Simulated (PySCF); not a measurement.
Method: PBE-D3(BJ)/def2-TZVP // B3LYP-D3(BJ)/def2-TZVP (PySCF 2.14.0). Gas-phase values, no solvent. One relaxed conformer stands for a flexible species; it need not be the lowest. Excitations are Tamm–Dancoff values on a coarser integration grid. The basis has no diffuse functions, so Rydberg states are missing or too high.

Reference species (SMILES): `C(C)[S@](C)=O` (C–C–S–O torsion 44°) (neutral, multiplicity 1).

```json
{
 "S1 excitation (TDA)": "5.38 eV",
 "HOMO": "-5.23 eV"
}
```

Changed species: `C[CH2][GeH3]` (X = germyl; the reference has X = methylsulfinyl).

Question: Give the shifts of the S1 excitation (TDA) and HOMO.

Answer: the S1 excitation (TDA) rises by 1.88 eV, to 7.26 eV; the HOMO drops by 1.81 eV, to -7.04 eV.
